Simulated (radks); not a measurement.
The numbers below are computed, except where a source is named.
Neutral xenon inside a hard spherical wall (all orbitals vanish at R), configuration held at [Xe] and not refilled when levels cross. Code: a radial shooting solver on a logarithmic mesh with Libxc functionals. Model: scalar-relativistic Kohn-Sham, PBE, spin-polarised, spherical densities, point nucleus. Eigenvalues in eV for spin up, with the zero of energy where the potential of the charges vanishes at infinity; a dash marks a level that is unbound or too diffuse for the functional's potential to be trusted. A positive occupied level is held by the wall or, in an anion where self-interaction has pushed it up, behind a barrier. The pressure on the wall is -dE/dV.

| R (bohr) | E (hartree) | kinetic (hartree) | e(4p) | e(4d) | e(5s) | e(5p) | e(6s, empty) | e(5d, empty) | pressure (GPa) |
|---|---|---|---|---|---|---|---|---|---|
| free | -7447.30127 | 7831.856 | -141.27 | -59.383 | -19.742 | -8.235 | - | - | 0 |
| 20 | -7447.30127 | 7831.856 | -141.27 | -59.383 | -19.742 | -8.235 | - | - | < 0.0001 |
| 15 | -7447.30127 | 7831.856 | -141.27 | -59.383 | -19.742 | -8.235 | - | - | < 0.0001 |
| 8 | -7447.30044 | 7831.865 | -141.21 | -59.330 | -19.697 | -8.192 | 0.880 | 2.671 | 0.0468 |
| 7 | -7447.29739 | 7831.893 | -141.08 | -59.194 | -19.585 | -8.082 | 2.040 | 3.389 | 0.285 |
| 5 | -7447.21494 | 7832.446 | -139.19 | -57.340 | -18.145 | -6.550 | 10.066 | 7.406 | 12.8 |
| 3.5 | -7446.28693 | 7836.990 | -130.07 | -48.472 | -10.884 | 2.099 | 41.424 | 21.885 | 334 |
| 3 | -7444.84073 | 7842.948 | -121.97 | -40.702 | -3.117 | 11.652 | 72.052 | 36.061 | 1170 |
| 2.5 | -7440.92613 | 7857.601 | -107.69 | -27.093 | 14.170 | 32.684 | 133.57 | 65.076 | 4770 |
